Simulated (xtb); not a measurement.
Cl₂Te, charge -1, doublet, from a rough starting geometry (a state made from the parent by changing its charge; the spin is typed, not shown lowest); GFN2-xTB run with xtb.

Here is a job for xtb.
```
$ xtb mol.xyz --gfn 2 --chrg -1 --uhf 1 --opt vtight --json

# file mol.xyz
3

Te    -0.00249691     0.00507252     1.01652535
Cl     1.11929923     1.31131720    -0.54316739
Cl    -1.03397972    -1.32302364    -0.51763696
```

It wrote (shortened):

```
   ID    Z sym.   atoms
    1   52 Te     1
    2   17 Cl     2, 3

           -------------------------------------------------
          |                Calculation Setup                |
           -------------------------------------------------

           -------------------------------------------------
          |                 G F N 2 - x T B                 |
           -------------------------------------------------

          ...................................................
          :                      SETUP                      :
          :.................................................:
          :  # basis functions                  30          :
          :  # atomic orbitals                  27          :
          :  # shells                            9          :
          :  # electrons                        21          :
          :  max. iterations                   250          :
          :  Hamiltonian                  GFN2-xTB          :
          :  restarted?                      false          :
          :  GBSA solvation                  false          :
          :  PC potential                    false          :
          :  electronic temp.          300.0000000     K    :
          :  accuracy                    1.0000000          :
          :  -> integral cutoff          0.2500000E+02      :
          :  -> integral neglect         0.1000000E-07      :
          :  -> SCF convergence          0.1000000E-05 Eh   :
          :  -> wf. convergence          0.1000000E-03 e    :
          :  Broyden damping             0.4000000          :
          :  net charge                         -1          :
          :  unpaired electrons                  1          :
          ...................................................

 iter      E             dE          RMSdq      gap      omega  full diag
   1    -12.2901617 -0.122902E+02  0.260E+01    0.43       0.0  T
   2    -12.3631479 -0.729863E-01  0.679E+00    0.63       1.0  T
   3    -12.3805410 -0.173931E-01  0.107E+01    0.56       1.0  T
   4    -12.3999027 -0.193618E-01  0.221E+00    0.65       1.0  T
   5    -12.4013522 -0.144946E-02  0.451E-01    0.65       1.0  T
   6    -12.4014054 -0.532304E-04  0.347E-01    0.65       1.0  T
   7    -12.4014791 -0.737181E-04  0.130E-01    0.64       1.0  T
   8    -12.4014818 -0.269371E-05  0.675E-02    0.64       1.0  T
   9    -12.4014841 -0.220773E-05  0.492E-02    0.64       1.2  T
[...]
 * total energy  :   -12.4549560 Eh     change       -0.5363931E-03 Eh
 * total energy  :   -12.4555176 Eh     change       -0.5615401E-03 Eh
 * total energy  :   -12.4566230 Eh     change       -0.1105388E-02 Eh
 * total energy  :   -12.4574501 Eh     change       -0.8271287E-03 Eh
 * total energy  :   -12.4586749 Eh     change       -0.1224833E-02 Eh
 * total energy  :   -12.4664443 Eh     change       -0.7769391E-02 Eh
 * total energy  :   -12.4706653 Eh     change       -0.4221026E-02 Eh
 * total energy  :   -12.4708734 Eh     change       -0.2081146E-03 Eh
 * total energy  :   -12.4711066 Eh     change       -0.2331611E-03 Eh
 * total energy  :   -12.4711084 Eh     change       -0.1745621E-05 Eh
 * total energy  :   -12.4711133 Eh     change       -0.4928526E-05 Eh
 * total energy  :   -12.4711134 Eh     change       -0.7175930E-07 Eh
   *** GEOMETRY OPTIMIZATION CONVERGED AFTER 20 ITERATIONS ***
         :: total energy             -12.471113352259 Eh    ::
[...]
        19                          0.2254513               6.1348
        20                          0.2254533               6.1349
        21                          0.2272779               6.1845
        22                          0.2275181               6.1911
       ...                                ...                  ...
        27                          0.9155414              24.9131
      -------------------------------------------------------------
                  HL-Gap            0.1410644 Eh            3.8386 eV
             Fermi-level           -0.1476183 Eh           -4.0169 eV

     #   Z          covCN         q      C6AA      α(0)
     1  52 Te       1.531     0.093   415.634    37.752
     2  17 Cl       0.766    -0.547   117.261    16.564
     3  17 Cl       0.766    -0.547   117.261    16.564

 Mol. C6AA /au·bohr⁶  :       1755.774767
 Mol. C8AA /au·bohr⁸  :     118450.313848
 Mol. α(0) /au        :         70.881140

Wiberg/Mayer (AO) data.
largest (>0.10) Wiberg bond orders for each atom

 ---------------------------------------------------------------------------
     #   Z sym  total        # sym  WBO       # sym  WBO       # sym  WBO
 ---------------------------------------------------------------------------
     1  52 Te   1.432 --     3 Cl   0.716     2 Cl   0.716
     2  17 Cl   0.785 --     1 Te   0.716
     3  17 Cl   0.785 --     1 Te   0.716
 ---------------------------------------------------------------------------

Topologies differ in total number of bonds
Writing topology from bond orders to xtbtopo.mol

molecular dipole:
                 x           y           z       tot (Debye)
 q only:       -0.057       0.009       0.289
   full:       -0.058       0.009       0.308       0.796
molecular quadrupole (traceless):
                xx          xy          yy          xz          yz          zz
 q only:       -2.532     -18.645     -10.108       0.085       0.072      12.641
  q+dip:       -2.946     -21.725     -11.775       0.097       0.084      14.721
   full:       -3.993     -20.132     -12.173       0.019       0.150      16.166

optimized geometry written to: xtbopt.xyz

           -------------------------------------------------
          | TOTAL ENERGY              -12.471113352259 Eh   |
          | GRADIENT NORM               0.000006163648 Eh/α |
          | HOMO-LUMO GAP               3.838557599608 eV   |
           -------------------------------------------------

normal termination of xtb
```
